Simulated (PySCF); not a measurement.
CrH₃O₃, neutral, multiplicity 4. Atoms are numbered in the order given.

```xyz
7

Cr     0.0353     0.0068     0.0000
O      0.0722     0.8742     1.5278
H     -0.7432     1.0501     2.0128
O      0.0722     0.8742    -1.5278
H     -0.7432     1.0501    -2.0128
O     -0.1455    -1.7443     0.0000
H      0.6469    -2.2958     0.0000
```
Charge 0, spin multiplicity 4.

Geometry: PBE0-D3(BJ)/def2-SVP. The multiplicity is an assumed one; other spin states were not compared. The values are those of a single conformer.

These are TDA-PBE/def2-SVPD in PySCF 2.14.0 values and carry that method's errors.

Vertical excitations. The molecule is in vacuum.

Problem. Give excitation energies, oscillator strengths and character. (An estimate is asked for; the answer gives what the named calculation found.)

Solution. 
| state | energy (eV) | λ (nm) | f | main pairs |
|---|---|---|---|---|
| root 1 | 2.10 | 590 | 0.000 | α HOMO→LUMO 58 %, α HOMO−1→LUMO+1 38 % |
| root 2 | 2.14 | 581 | 0.002 | α HOMO−1→LUMO 55 %, α HOMO→LUMO+1 38 % |
| root 3 | 2.42 | 513 | 0.000 | α HOMO→LUMO+1 61 %, α HOMO−1→LUMO 33 % |
| root 4 | 2.44 | 508 | 0.002 | α HOMO−1→LUMO+1 40 %, α HOMO→LUMO 39 %, α HOMO−2→LUMO 20 % |
| root 5 | 2.65 | 467 | 0.000 | α HOMO−2→LUMO 75 %, α HOMO−1→LUMO+1 22 % |
| root 6 | 2.75 | 451 | 0.001 | α HOMO−2→LUMO+1 87 % |
| root 7 | 4.23 | 293 | 0.001 | α HOMO→LUMO+2 89 % |
| root 8 | 4.24 | 293 | 0.007 | α HOMO−3→LUMO 84 % |
| root 9 | 4.26 | 291 | 0.001 | α HOMO−1→LUMO+2 99 % |
| root 10 | 4.33 | 286 | 0.006 | α HOMO−3→LUMO+1 56 %, β HOMO→LUMO 37 % |
Unrestricted roots are not spin-pure.
